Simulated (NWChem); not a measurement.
System: CH$_{4}$MgO; SMILES C[O][MgH]

Here is an NWChem input.

```
start job
memory heap 200 mb stack 900 mb global 1100 mb
geometry units angstroms noautosym nocenter noautoz
  Mg     0.000000     0.000000    -1.405020
  H      0.000000     0.000000    -3.103364
  O      0.000000     0.000000     0.365649
  C      0.000000     0.000000     1.750269
  H      0.624798    -0.811425     2.160126
  H      0.390316     0.946804     2.160126
  H     -1.015114    -0.135378     2.160126
end
basis spherical
  Mg library aug-cc-pvdz
  H library aug-cc-pvdz
  O library aug-cc-pvdz
  C library aug-cc-pvdz
end
dft
  xc slater vwn_5
  iterations 150
end
property
  response 1 0.0
end
task dft property
```

NWChem printed, in part:

```
             Northwest Computational Chemistry Package (NWChem) 7.3.0
             --------------------------------------------------------

                             Geometry "geometry" -> ""
                             -------------------------

 Output coordinates in angstroms (scale by  1.889725989 to convert to a.u.)

  No.       Tag          Charge          X              Y              Z
 ---- ---------------- ---------- -------------- -------------- --------------
    1 Mg                  12.0000     0.00000000     0.00000000    -1.40502000
    2 H                    1.0000     0.00000000     0.00000000    -3.10336400
    3 O                    8.0000     0.00000000     0.00000000     0.36564900
    4 C                    6.0000     0.00000000     0.00000000     1.75026900
    5 H                    1.0000     0.62479800    -0.81142500     2.16012600
    6 H                    1.0000     0.39031600     0.94680400     2.16012600
    7 H                    1.0000    -1.01511400    -0.13537800     2.16012600

 Effective nuclear repulsion energy (a.u.)      85.8326494487

                              NWChem Property Module
                              ----------------------

                                 NWChem DFT Module
                                 -----------------

 Summary of "ao basis" -> "ao basis" (spherical)
 ------------------------------------------------------------------------------
       Tag                 Description            Shells   Functions and Types
 ---------------- ------------------------------  ------  ---------------------
 Mg                       aug-cc-pvdz               11       27   5s4p2d
 H                        aug-cc-pvdz                5        9   3s2p
 O                        aug-cc-pvdz                9       23   4s3p2d
 C                        aug-cc-pvdz                9       23   4s3p2d

            General Information
            -------------------
          SCF calculation type: DFT
          Wavefunction type:  closed shell.
          No. of atoms     :     7
          No. of electrons :    30
           Alpha electrons :    15
            Beta electrons :    15
          Charge           :     0
          Spin multiplicity:     1
          Use of symmetry is: off; symmetry adaption is: off
          Maximum number of iterations: 150
          AO basis - number of functions:   109
                     number of shells:    49
          Convergence on energy requested:  1.00D-06
          Convergence on density requested:  1.00D-05
          Convergence on gradient requested:  5.00D-04

              XC Information
              --------------
                        Slater Exchange Functional  1.000 local
                      VWN V Correlation Functional  1.000 local

             Grid Information
             ----------------
          Grid used for XC integration:  medium
          Radial quadrature: Mura-Knowles
          Angular quadrature: Lebedev.
          Tag              B.-S. Rad. Rad. Pts. Rad. Cut. Ang. Pts.
          ---              ---------- --------- --------- ---------
          Mg                  1.50       88          17.0       590
          H                   0.35       45          18.0       434
          O                   0.60       49          13.0       434
          C                   0.70       49          16.0       434
          Grid pruning is: on
          Number of quadrature shells:   366
          Spatial weights used:  Erf1

      Superposition of Atomic Density Guess
      -------------------------------------

 Sum of atomic energies:        -314.03951487

      Non-variational initial energy
      ------------------------------

 Total energy =    -314.908528
 1-e energy   =    -604.959616
 2-e energy   =     204.218438
 HOMO         =      -0.383636
 LUMO         =      -0.046470

   convergence    iter        energy       DeltaE   RMS-Dens  Diis-err
 ---------------- ----- ----------------- --------- --------- ---------
 d= 0,ls=0.0,diis     1   -313.8496594946 -4.00D+02  2.35D-02  1.02D+00
 d= 0,ls=0.0,diis     2   -312.4419028517  1.41D+00  1.48D-02  1.22D+01
 d= 0,ls=0.0,diis     3   -313.9436436588 -1.50D+00  3.29D-03  6.94D-02
 d= 0,ls=0.0,diis     4   -313.9438187438 -1.75D-04  1.52D-03  7.38D-02
 d= 0,ls=0.0,diis     5   -313.9532251405 -9.41D-03  1.94D-04  4.87D-04
  Resetting Diis
 d= 0,ls=0.0,diis     6   -313.9532670416 -4.19D-05  8.23D-05  4.78D-05
 d= 0,ls=0.0,diis     7   -313.9532747604 -7.72D-06  4.87D-05  3.63D-06
 d= 0,ls=0.0,diis     8   -313.9532737122  1.05D-06  2.12D-05  1.52D-05
 d= 0,ls=0.0,diis     9   -313.9532754322 -1.72D-06  9.19D-06  5.90D-07
 d= 0,ls=0.0,diis    10   -313.9532755427 -1.10D-07  8.89D-07  2.54D-08

         Total DFT energy =     -313.953275542726
      One electron energy =     -607.700057878710
           Coulomb energy =      238.008344011933
    Exchange-Corr. energy =      -30.094211124650
 Nuclear repulsion energy =       85.832649448701

 Numeric. integr. density =       29.999997459809

                       DFT Final Molecular Orbital Analysis
                       ------------------------------------

 Vector   13  Occ=2.000000D+00  E=-2.539045D-01
              MO Center=  3.5D-08, -7.3D-09, -2.7D+00, r^2= 1.6D+00
   Bfn.  Coefficient  Atom+Function         Bfn.  Coefficient  Atom+Function
  ----- ------------  ---------------      ----- ------------  ---------------
    28      0.397911  2 H  s                  3      0.306646  1 Mg s
    11     -0.288720  1 Mg pz                49     -0.266156  3 O  pz
    40     -0.171221  3 O  s                  4      0.168678  1 Mg s
    63      0.146516  4 C  s                 25      0.105778  1 Mg d  0
    14     -0.098185  1 Mg pz                20      0.077480  1 Mg d  0

 Vector   14  Occ=2.000000D+00  E=-2.113073D-01
              MO Center= -3.3D-02,  7.2D-02,  7.3D-01, r^2= 1.7D+00
   Bfn.  Coefficient  Atom+Function         Bfn.  Coefficient  Atom+Function
  ----- ------------  ---------------      ----- ------------  ---------------
    41      0.392182  3 O  px                42      0.378383  3 O  py
    93     -0.302148  6 H  s                102      0.265515  7 H  s
    44      0.261179  3 O  px                45      0.251990  3 O  py
    92     -0.209504  6 H  s                101      0.184103  7 H  s
    64     -0.137420  4 C  px                65     -0.132585  4 C  py

 Vector   15  Occ=2.000000D+00  E=-2.113073D-01
              MO Center=  3.3D-02, -7.2D-02,  7.3D-01, r^2= 1.7D+00
   Bfn.  Coefficient  Atom+Function         Bfn.  Coefficient  Atom+Function
  ----- ------------  ---------------      ----- ------------  ---------------
    42     -0.392182  3 O  py                41      0.378383  3 O  px
    84     -0.327744  5 H  s                 45     -0.261180  3 O  py
    44      0.251990  3 O  px                83     -0.227248  5 H  s
   102      0.195595  7 H  s                 65      0.137419  4 C  py
   101      0.135622  7 H  s                 64     -0.132584  4 C  px

 Vector   16  Occ=0.000000D+00  E=-5.672592D-02
              MO Center=  1.8D-05, -9.6D-06, -1.3D+00, r^2= 5.9D+00
   Bfn.  Coefficient  Atom+Function         Bfn.  Coefficient  Atom+Function
  ----- ------------  ---------------      ----- ------------  ---------------
     4      0.588147  1 Mg s                  5      0.342826  1 Mg s
    30     -0.318829  2 H  s                  3      0.310290  1 Mg s
    28     -0.226242  2 H  s                 39     -0.224237  3 O  s
    63      0.183195  4 C  s                 29     -0.175296  2 H  s
    40     -0.166430  3 O  s                 20     -0.153056  1 Mg d  0

 Vector   17  Occ=0.000000D+00  E=-3.310781D-02
              MO Center=  1.3D-02,  1.0D-02, -1.7D+00, r^2= 8.2D+00
   Bfn.  Coefficient  Atom+Function         Bfn.  Coefficient  Atom+Function
  ----- ------------  ---------------      ----- ------------  ---------------
    13      0.578696  1 Mg py                10      0.381052  1 Mg py
    16      0.198250  1 Mg py                42     -0.146252  3 O  py
    45     -0.112364  3 O  py                24     -0.095343  1 Mg d -1
    93      0.081352  6 H  s                 12      0.072843  1 Mg px
    48     -0.066387  3 O  py                84     -0.059856  5 H  s

 Vector   18  Occ=0.000000D+00  E=-3.310772D-02
              MO Center= -1.3D-02, -1.0D-02, -1.7D+00, r^2= 8.2D+00
   Bfn.  Coefficient  Atom+Function         Bfn.  Coefficient  Atom+Function
  ----- ------------  ---------------      ----- ------------  ---------------
    12      0.578695  1 Mg px                 9      0.381053  1 Mg px
    15      0.198248  1 Mg px                41     -0.146252  3 O  px
    44     -0.112363  3 O  px                26      0.095347  1 Mg d  1
   102     -0.081528  7 H  s                 13     -0.072841  1 Mg py
    47     -0.066384  3 O  px                84      0.059377  5 H  s

     Multipole analysis of the density
     ---------------------------------

     L   x y z        total         alpha         beta         nuclear
     -   - - -        -----         -----         ----         -------
     0   0 0 0     -0.000000    -15.000000    -15.000000     30.000000

     1   1 0 0     -0.000001     -0.000001     -0.000001      0.000000
     1   0 1 0      0.000001     -0.000000     -0.000000      0.000002
     1   0 0 1      0.007481      0.057049      0.057049     -0.106618

     2   2 0 0    -16.720726    -11.169318    -11.169318      5.617911
     2   1 1 0     -0.000002     -0.000001     -0.000001      0.000000
     2   1 0 1      0.000001      0.000001      0.000001      0.000000
     2   0 2 0    -16.720726    -11.169319    -11.169319      5.617911
     2   0 1 1     -0.000002     -0.000005     -0.000005      0.000008
     2   0 0 2    -22.652246   -130.543460   -130.543460    238.434674

 *** CALLING NEW AORESP DRIVER FOR CLOSED AND OPEN SHELLS ***
 Entering AOResponse driver routine

--------------------------------------------------------------------------------

          -----------------------------------------------
          Solving response equations for perturbing field
          -----------------------------------------------

 number of frequencies:     1
 frequency in a.u.:  0.0000000E+00
 Perturbing field: electric
 Using El. Dipole Length Gauge

 Setting up CPKS with frequency omega =      0.00000000 a.u.

 STATIC response

                                NWChem CPHF Module
                                ------------------

  scftype          =     RHF
  nclosed          =       15
  nopen            =        0
  variables        =     1410
  # of vectors     =        3
  tolerance        = 0.10D-03
  level shift      = 0.00D+00
  max iterations   =       50
  max subspace     =       30

 SCF residual:    5.1648056747095844E-005

Iterative solution of linear equations
  No. of variables     1410
  No. of equations        3
  Maximum subspace       30
        Iterations       50
       Convergence  1.0D-04

   iter   nsub   residual    time
   ----  ------  --------  ---------
     1      3    2.94D+00      34.3
     2      6    1.14D+00      42.0
     3      9    1.02D+00      49.5
     4     12    1.05D-01      57.4
     5     15    5.28D-02      65.2
     6     18    1.11D-02      72.5
     7     21    7.37D-04      79.7
     8     24    1.08D-04      86.9
     9     27    1.64D-05      94.1

 Electric Dipole Response Matrix (nonzero elements):

              1        2        3
    1   44.4044   0.0000  -0.0000
    2    0.0000  44.4044   0.0000
    3   -0.0000   0.0000  64.9882

 ------------------------------------------
 average:        51.26567 + I       0.00000

 DFT Linear Response polarizability / au
 Frequency  =       0.0000000 / au
              X              Y              Z
 -----------------------------------------------
 X      44.4043762      0.0000139     -0.0000153
 Y       0.0000139     44.4043894      0.0000166
 Z      -0.0000153      0.0000165     64.9882397
 -----------------------------------------------
 Eigenvalues =      44.4043674     44.4043982     64.9882397
 Isotropic   =      51.2656684
 Anisotropic =      20.5838569
 -----------------------------------------------

 Magnetic Dipole Response Matrix (nonzero elements):

 Exiting AOResponse driver routine
```

Level: LDA (Slater exchange, VWN5)/aug-cc-pVDZ. The geometry was optimised at B3LYP/6-31G* (spherical d).
